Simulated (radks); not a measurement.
Results of a calculation; reference values are marked as such.
Coherent X-ray form factor from a spherical all-electron density. Code: a radial shooting solver on a logarithmic mesh with Libxc functionals. Model: scalar-relativistic Kohn-Sham, PBE, spin-unpolarised, spherical densities, point nucleus.

sin(theta)/lambda (1/angstrom)  f0 (electrons)
0.05                                    55.416
0.1                                     52.049
0.15                                    48.536
0.2                                     45.221
0.25                                    42.103
0.3                                     39.241
0.4                                     34.406
0.5                                     30.516
0.6                                     27.223
0.8                                     22.026
1                                       18.545
1.25                                    15.704
1.5                                     13.452
2                                        9.520

The species is in the configuration that NIST lists as its ground one. Which atom or ion scatters so?

Answer. Neutral lanthanum, [Xe] 5d1 6s2. Extrapolating in s^2 from the first two rows gives f0(0) = 56.5, near the electron count 57; among species with that count, the fall with angle is slower the higher Z, and the table is that of Z = 57; from so few rows the species is fixed only to a neighbour or two.
